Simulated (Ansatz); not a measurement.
# Energy profile

The step: CH₃O ([CH3][O]) + GeH₄ → CH₄O ([CH3][OH]) + GeH₃; bonds formed: H1–O3; bonds broken: H1–Ge2 (atoms numbered as in the saddle structure below).

```xyz
10
angstrom
H 0.3994 -0.5177 -0.3980
Ge 1.8688 0.0449 -0.1614
O -1.0952 -0.9503 -0.4525
C -1.8470 0.0071 0.1865
H 1.9018 0.7842 1.1856
H 2.8587 -1.1279 -0.1381
H 2.2289 1.0176 -1.2944
H -1.8186 0.9886 -0.3054
H -1.6103 0.1080 1.2541
H -2.8867 -0.3542 0.1236
```

Electronic energies by CCSD(T) at an estimated basis limit (MP2 extrapolated from triple and quadruple zeta, plus CCSD(T) − MP2 in triple zeta), on PBE0-D4/def2-TZVP structures; CH$_{7}$GeO, doublet; no counterpoise correction; spin–orbit coupling, which lowers free halogen atoms and radicals such as OH and SH, is left out. Ansatz 0.2.0; basis: def2-TZVPP and def2-QZVPP; cores frozen in the correlated methods; orbitals are unrestricted. Filled d shells of the heavier atoms are correlated. The def2 sets are not built for correlating such inner shells, so the correlated values are less sure here. Extrapolation: Hartree–Fock as exp(−7.88 √X), correlation as X^−2.97.

**Question.** Give the profile in kcal/mol, counted from the separated reactants. (Judge from chemistry; the value comes from the calculation.)

**Answer.** Computed:
```csv
point,kcal/mol
"separated: GeH$_{4}$ (H1, Ge2, H5, H6, H7; singlet) + CH$_{3}$O (linked as [CH3][O]; O3, C4, H8, H9, H10; doublet)",0.00
start structure,-1.91
saddle,3.59
end structure,-24.68
"separated: CH$_{4}$O (linked as [CH3][OH]; H1, O3, C4, H8, H9, H10; singlet) + GeH$_{3}$ (Ge2, H5, H6, H7; doublet)",-22.68
```

The T1 diagnostic stays at or below 0.019. ⟨S²⟩ of the unrestricted Hartree–Fock references: 0.75 to 0.77 (a pure state has 0.75).

Radical steps of this kind take place in plasma deposition and etching.

For scale, one of the runs: CCSD(T)/def2-TZVPP, 208 basis functions, launched by `ansatz run in.yaml --threads 8 --pin off --events-out ev --progress --plain --max-ram 19148MiB`. Time: 3.4 min of wall clock on 8 CPU threads of an Intel Xeon; the host was shared. Peak host memory: 7.9 GiB.
